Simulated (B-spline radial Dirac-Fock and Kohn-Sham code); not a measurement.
## Dy²⁺ 5p1/2: cross section and angular parameters

System: Dy²⁺, [Xe] 4f10; threshold 47.60 eV (orbital energy of the model). These are calculated numbers from a radial finite-basis atomic code; the model is Dirac-Hartree-Slater photoionisation with a Latter tail; cross sections with all multipoles, angular parameters from the dipole term and its interference with E2.

```
hν (eV)  σ (kb)       β       γ       δ
     60     811   1.841   0.131  -0.012
   62.6     693   1.785   0.168  -0.015
     97     152   0.801   0.374  -0.026
   97.9     148   0.775   0.371  -0.026
    124    77.8   0.165   0.218  -0.009
    148    54.3  -0.053   0.055   0.011
    150    53.1  -0.058   0.044   0.012
    158    48.8  -0.062   0.006   0.018
    196    36.8   0.107  -0.062   0.034
    200    35.9   0.133  -0.062   0.034
    247    29.0   0.439  -0.001   0.037
    300    24.2   0.730   0.098   0.033
    320    22.9   0.820   0.133   0.031
    344    21.5   0.915   0.170   0.029
    872    7.86   1.591   0.254   0.002
   1010    6.47   1.635   0.206   0.001
   1020    6.38   1.637   0.202   0.001
   1380    4.13   1.694   0.091  -0.001
 1486.9    3.68   1.702   0.066  -0.002
   2000    2.28   1.718  -0.008  -0.003
   3510   0.820   1.689   0.053  -0.003
   3810   0.698   1.679   0.088  -0.003
   4490   0.502   1.656   0.180  -0.002
   5230   0.365   1.631   0.288   0.000
   5300   0.355   1.628   0.299   0.000
 5414.7   0.339   1.624   0.316   0.001
   6000       ?       ?       ?       ?
   8890   0.112   1.516   0.824   0.018
  15000  0.0307   1.369   1.514   0.060
```

Q: Give the values at 6000 eV.

A: σ = 0.272 kb, β = 1.605, γ = 0.405, δ = 0.003.
